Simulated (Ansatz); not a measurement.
Compare A (`CNC(=O)[SiH3]`) with its isomer B (`NCC1O[SiH2]1`).

Calculated with Ansatz (gas phase, PBE0-D4/def2-TZVP geometries, no zero-point term in ΔE). CCSD(T)/CBS is the MP2 limit (def2-TZVPP, def2-QZVPP) plus CCSD(T) − MP2 in def2-TZVPP, frozen cores. Functionals use def2-TZVPP. B3LYP here is the variant with VWN-RPA as its local correlation; programs differ in this. One conformer a species, not always the lowest.

A:

```xyz
12

C    -1.0987   -1.7486   -0.0229
N    -0.2724   -0.6257    0.3488
C     0.0546    0.3659   -0.5141
O    -0.3180    0.3979   -1.6747
Si    1.1625    1.7938    0.1283
H    -2.0064   -1.7886    0.5845
H    -1.3767   -1.6192   -1.0675
H    -0.5568   -2.6912    0.0867
H     0.0815   -0.5685    1.2880
H     1.5252    1.5999    1.5621
H     0.4102    3.0615   -0.0250
H     2.3950    1.8228   -0.6941
```

B:

```xyz
12

N    -2.056   -0.308   -0.015
C    -0.724   -0.644    0.457
C     0.295    0.451    0.291
O     0.564    0.780   -1.128
Si    1.955    0.232   -0.400
H    -1.999   -0.007   -0.981
H    -2.428    0.475    0.511
H    -0.392   -1.540   -0.078
H    -0.778   -0.916    1.516
H     0.071    1.355    0.861
H     2.449   -1.097   -0.824
H     3.041    1.219   -0.210
```

Task: Which is lower in electronic energy at CCSD(T)/CBS, and by how much? (Estimate.)

Result: Computed: A, by 11.1 kcal/mol.

Task: Give E(B) − E(A) in kcal/mol with ωB97M-V, B3LYP, BLYP-D4, HF/def2-TZVPP, CCSD(T)/def2-TZVPP, CCSD(T)/def2-SVP, MP2/def2-TZVPP. (Estimate.)

Result: Computed: ωB97M-V 12.6, B3LYP 17.2, BLYP-D4 18.7, HF/def2-TZVPP 18.9, CCSD(T)/def2-TZVPP 12.3, CCSD(T)/def2-SVP 21.8, MP2/def2-TZVPP 10.7. None reverses the order clearly.

Task: Does the order hold for the free energy at 298.15 K (harmonic terms from PBE0-D4)? (An estimate is asked.)

Result: The calculation gave: Yes: G(B) − G(A) = +15.0 kcal/mol, for one conformer each.

Largest T1 diagnostic: 0.016.

Leaving LDA and LC-ωPBE aside and taking each functional with its dispersion term where it has one, the values, not all of them listed here, spread over 6.7 kcal/mol, from PBE-QIDH to BLYP-D4. LDA lies −2.3 kcal/mol from PBE without D4. From BLYP to BHLYP (50 % exact exchange), in def2-TZVPP and without D4, E(B) − E(A) moves by −3.1 kcal/mol.
